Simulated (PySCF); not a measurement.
Cd(Me) (CH3Cd), SMILES [CH3][Cd+], charge +1.

Geometry: B3LYP-D3(BJ)/def2-TZVP. The spin state was assumed, not searched. The isomer is the one that the SMILES or the coordinates give; other isomers of the formula were not compared. The def2 effective core potentials stand for the cores of Cd; spin–orbit coupling is left out.

Computed with CAM-B3LYP/def2-TZVPD in PySCF.

The molecule is in vacuum.

```yaml
total_energy: -207.32885 hartree
point_group: C3v
highest_occupied_level: -15.26 eV
lowest_empty_level: -8.18 eV
orbital_gap: 7.08 eV
dipole_moment_about_the_centre_of_nuclear_charge: 0.27 D
mean_static_polarisability: 41.4 bohr³ (6.13 Å³)
polarisability_principal_values: 30.1, 30.1, 64.0 bohr³
```
